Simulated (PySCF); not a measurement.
This script is equivalent to a calculation on Xe (xenon, neutral).

```python
from pyscf import gto, scf, dft, mp, cc
import basis_set_exchange as bse
mol = gto.M(atom="Xe 0 0 0", charge=0, spin=0, symmetry="D2h",
            basis=gto.basis.parse(bse.get_basis("x2c-TZVPall", elements=["Xe"], fmt="nwchem", header=False)),
            nucmod="G")
mf = dft.UKS(mol, xc="R2SCAN").sfx2c1e()
mf.irrep_nelec = {'Ag': (9, 9), 'B1g': (2, 2), 'B2g': (2, 2), 'B3g': (2, 2), 'B1u': (4, 4), 'B2u': (4, 4), 'B3u': (4, 4)}
mf.kernel()
```

(1) What total energy does it give?

(2) Which occupied shell lies highest, and where?

Answers

(1) -7446.45 hartree (calculated).

(2) 5p, at -8.625 eV.
